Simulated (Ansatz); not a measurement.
Reactions of H5InO3Si (`[OH][In]([OH])[O][SiH3]`).

Gas-phase electronic energies from Ansatz, PBE0-D4/def2-TZVP geometries. CCSD(T)/CBS is the MP2 limit (def2-TZVPP, def2-QZVPP) plus CCSD(T) − MP2 in def2-TZVPP, frozen cores. This one scheme is used for every species. Functionals use def2-TZVPP. def2 core potentials past Kr. For Br, In, Sn outer-core shells are correlated without core-valence functions, which leaves a few kJ/mol of doubt a bond. Scalar relativity is left out up to krypton. Each species was taken in one conformer, which may not be the lowest.

| reaction | r2SCAN-D4 (eV) | HF/CBS(def2) (eV) |
| --- | --- | --- |
| `[OH][In]([OH])[O][SiH3]` + `[F][Sn][SH]` → `[OH][In]([OH])[SH]` + `[F][Sn][O][SiH3]` | -0.46 | -0.52 |
| `[OH][In]([OH])[O][SiH3]` → `[OH][In]([OH])[OH]` + `[SiH2]` | 3.65 | 3.53 |
| `[OH][In]([OH])[O][SiH3]` + HBr → `[OH][In]([OH])[Br]` + `O[SiH3]` | -1.00 | -1.11 |
| `[OH][In]([OH])[O][SiH3]` + H₂O → `[OH][In]([OH])[OH]` + `O[SiH3]` | 0.13 | 0.19 |
| `[OH][In]([OH])[O][SiH3]` + `COC[SiH2]F` → `C[O][In]([OH])[O][SiH3]` + `OC[SiH2]F` | 0.18 | 0.16 |
| `[OH][In]([OH])[O][SiH3]` + H₂S → `[OH][In]([SH])[O][SiH3]` + H₂O | -0.75 | -0.73 |

(1) Give the CCSD(T)/CBS values in the same order. (An estimate is asked.)

Largest T1 diagnostic: 0.017, for `[OH][In]([OH])[OH]`.

## Answers

(1) The calculation gave: -0.48, 3.49, -0.94, 0.20, 0.18, -0.76 eV.
